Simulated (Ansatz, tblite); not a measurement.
Spin states of Al2Ni⁻, each relaxed with r2SCAN-D4/def2-TZVPD in Ansatz. Electronic energies in the gas phase.

The xTB rows come from tblite. Correlated methods freeze 15 core orbitals; core or outer-core shells of Ni are correlated, in sets that lack core-valence functions. The structure comes from a short search, and lower isomers may exist.

Doublet geometry (C2v within 0.1 Å):

| atom | x (Å) | y (Å) | z (Å) |
| --- | --- | --- | --- |
| Ni1 | -0.095 | -1.074 | -0.565 |
| Al2 | 0.947 | 0.894 | -0.547 |
| Al3 | -0.852 | 0.181 | 1.112 |

Quartet geometry (C2v within 0.1 Å):

```
atom   x (Å)   y (Å)   z (Å)
 Ni1   0.669   0.068   1.119
 Al2   0.083  -1.261  -0.734
 Al3  -0.752   1.193  -0.385
```

Run but left out: HF/6-31G, HF/def2-TZVPD, r2SCANh-D4/def2-TZVPD, B3LYP-D4/6-31G, PBE0-D4/def2-TZVPD, BHLYP-D4/def2-TZVPD, CAM-B3LYP-D4/def2-TZVPD, PBE-QIDH/def2-TZVPD, MP2/def2-TZVPD (doublet: ⟨S²⟩ 1.05 to 2.25, where a pure state has 0.75).

Only these spin states were relaxed. Higher spins weren't run and may lie lower.

| level | quartet − doublet (kcal/mol) | lowest of these | remarks |
| --- | --- | --- | --- |
| GFN1-xTB | 61.4 | doublet | – |
| GFN2-xTB | 15.1 | doublet | – |
| PBE-D4/def2-TZVPD | 16.8 | doublet | HOMO above zero (doublet), HOMO above zero (quartet) |
| revPBE-D4/def2-TZVPD | 14.9 | doublet | HOMO above zero (doublet), HOMO above zero (quartet) |
| r2SCAN-D4/def2-TZVPD | 10.2 | doublet | HOMO above zero (doublet), HOMO above zero (quartet), spin-contaminated (⟨S²⟩ 0.87) (doublet) |
| RPA@PBE/def2-TZVPD | 9.5 | doublet | – |

```json
{"state": "doublet", "donor atoms": "2", "mean metal–ligand distance (Å)": "2.227", "range (Å)": "2.23–2.23", "Mulliken spin on the metal (PBE0)": "0.95"}
{"state": "quartet", "donor atoms": "2", "mean metal–ligand distance (Å)": "2.354", "range (Å)": "2.35–2.35", "Mulliken spin on the metal (PBE0)": "1.33"}
```

⟨S²⟩ at PBE0-D4/def2-TZVPD: doublet 1.25 (pure 0.75), quartet 3.78 (pure 3.75).

The xTB methods have no spin-polarisation term.
